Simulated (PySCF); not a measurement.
Rh(2+) (rhodium, charge +2) across methods

[Kr] 4d6 5s1, high-spin 6D determinant (an excited configuration). Computed with PySCF 2.14 in ANO-RCC-VTZP (7s6p4d2f1g, 68 functions), with the spin-free X2C one-electron Hamiltonian (Gaussian nucleus).

```tsv
method	E (hartree)	mean ε 4d α (eV)	mean ε 4d β (eV)	mean ε 5s α (eV)	Σ⟨r²⟩ (bohr²)	⟨S²⟩
BP86	-4782.89	-31.148	-28.155	-22.202	35.94	8.751
PBE	-4781.92	-31.081	-27.923	-22.019	35.90	8.751
PBE0	-4782.00	-33.214	-29.801	-22.746	35.84	8.751
LDA	-4777.08	-31.176	-28.003	-22.371	35.99	8.750
r2SCAN	-4782.32	-31.723	-28.134	-22.209	35.85	8.751
wB97X-V	-4782.04	-35.488	-32.480	-24.567	35.83	8.751
UHF	-4780.03169	-38.667	-34.256	-24.446	35.97	8.752
```

Question: Estimate the same row for r2SCAN0.

Answer: E (hartree) = -4782.31; mean ε 4d α (eV) = -33.676; mean ε 4d β (eV) = -29.967; mean ε 5s α (eV) = -22.952; Σ⟨r²⟩ (bohr²) = 35.82; ⟨S²⟩ = 8.751.
